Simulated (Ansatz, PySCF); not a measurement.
Gas-phase reaction (SMILES): Br[Si](Br)(Br)Br [tetrabromosilane] + Cl (HCl) → Cl[Si](Br)(Br)Br [tribromo(chloro)silane] + Br (HBr); hydrogen chloride cleaves one Si-Br bond, a model of a ligand-exchange step.

Each molecule is optimised on its own at B3LYP-D3(BJ)/def2-TZVP (Ansatz, a quantum-chemistry and plane-wave program). Correlated levels leave the core frozen unless marked. No spin-orbit coupling. Frozen are the shells of the preceding noble gas and the d and f shells that filled before the atom's block. No relativistic terms. CBS(X,Y): correlation extrapolated as X^-3; Hartree-Fock from the larger set. Thermal terms are rigid-rotor harmonic-oscillator values from B3LYP-D3(BJ) frequencies (Ansatz or PySCF) at 298.15 K and 1 atm. 1 Eh = 627.5095 kcal/mol.

| species | E, CCSD(T)/CBS(def2-TZVPPD,def2-QZVPPD) (Ansatz) (Eh) | E, r2SCAN-D4/def2-TZVPD (Ansatz + dftd4) (Eh) | H - E (Eh) |
|---|---|---|---|
| Br[Si](Br)(Br)Br | -10579.99808 | -10586.24727 | 0.01367 |
| Cl (HCl) | -460.37886 | -460.78611 | 0.01000 |
| Cl[Si](Br)(Br)Br | -8467.09603 | -8472.29396 | 0.01391 |
| Br (HBr) | -2573.28305 | -2574.74145 | 0.00927 |

Question: Work out ΔE and ΔH at 298.15 K at the first level, then ΔH at the second.

Answer: 
1. ΔE = [(-8467.09603) + (-2573.28305)] - [(-10579.99808) + (-460.37886)] = -0.00214 Eh = -1.3 kcal/mol at CCSD(T)/CBS(def2-TZVPPD,def2-QZVPPD).
2. The terms H - E add up to -0.00049 Eh, so ΔH = (-0.00214 + (-0.00049))×627.5095 = -1.7 kcal/mol.
3. At r2SCAN-D4/def2-TZVPD the same steps give ΔE = -1.3 and ΔH = -1.6 kcal/mol, a shift of +0.1 from the first level.
4. These values are not checked against measurement here, since the tables used lack a sound gas-phase enthalpy of formation for at least one species.
